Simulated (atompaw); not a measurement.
## Bi (Z = 83) PAW (atompaw): all-electron and pseudo phase curves

atompaw 4.2.0.5 input, output lines left out:

```
Bi 83
GGA-PBESOL scalarrelativistic loggrid 2001 logderivrange -4 5 226
6 6 5 4 0 0
6 0 1.75
6 1 3.25
0 0 0
c
c
c
c
c
v
c
c
c
c
v
c
c
v
c
2
2.50 2.10 1.75 2.25
y
-0.7
n
y
1.9
n
y
-0.7
n
custom rrkj gramschmidtortho gaussian
3 0 ultrasoft
2.50
2.50
2.50
2.50
2.50
1.45
```

The phase is arctan(r·u′/u) with u = r·R(r), unwrapped; energies in Ry, scanned from -4 to 5 Ry. A pole is an energy at which the radial function vanishes at the test radius. The pseudo phase is shifted by a multiple of π to meet the all-electron one at the reference energy, and phase errors are pseudo minus all-electron; the curves can meet again beyond the range given. Levels narrower than the energy grid can be missing from the lists of poles.

| channel | radius (bohr) | reference energy (Ry) | poles, all-electron | poles, pseudo | unbroken range about the reference energy with phases within 0.05 rad | phase error 1 Ry above the reference energy (rad) |
| --- | --- | --- | --- | --- | --- | --- |
| s | 2.50 | -1.09 | 0.30 | 0.30 | below 3.4 | -0.000 |
| p | 2.50 | -0.35 | 2.19 | 2.19 | the whole range | -0.000 |
| d | 2.50 | -2.02 | -1.88 | -1.88 | below 1.3 | +0.000 |

Note: ghost state, extra bound levels that the all-electron valence spectrum of the same l lacks: s at -87.3 eV. A true bound ghost makes a file unfit for plane-wave use.

Phases in the p channel:

```tsv
E (Ry)	all-electron	pseudo
-4.00	1.341	1.340
-3.76	1.331	1.330
-3.52	1.320	1.319
-3.28	1.307	1.306
-3.04	1.293	1.291
-2.80	1.275	1.274
-2.56	1.255	1.254
-2.32	1.230	1.228
-2.08	1.198	1.197
-1.84	1.158	1.157
-1.60	1.105	1.104
-1.36	1.032	1.031
-1.12	0.923	0.923
-0.88	0.753	0.752
-0.64	0.469	0.469
-0.40	0.020	0.020
-0.16	-0.496	-0.496
0.08	-0.876	-0.876
0.32	-1.106	-1.106
0.56	-1.247	-1.248
0.80	-1.340	-1.341
1.04	-1.406	-1.406
1.28	-1.455	-1.455
1.52	-1.494	-1.494
1.76	-1.525	-1.525
2.00	-1.552	-1.552
2.24	-1.575	-1.577
2.48	-1.596	-1.594
2.72	-1.615	-1.614
2.96	-1.634	-1.632
3.20	-1.652	-1.650
3.44	-1.670	-1.667
3.68	-1.689	-1.685
3.92	-1.709	-1.704
4.16	-1.730	-1.725
4.40	-1.754	-1.747
4.64	-1.781	-1.772
4.88	-1.814	-1.802
```
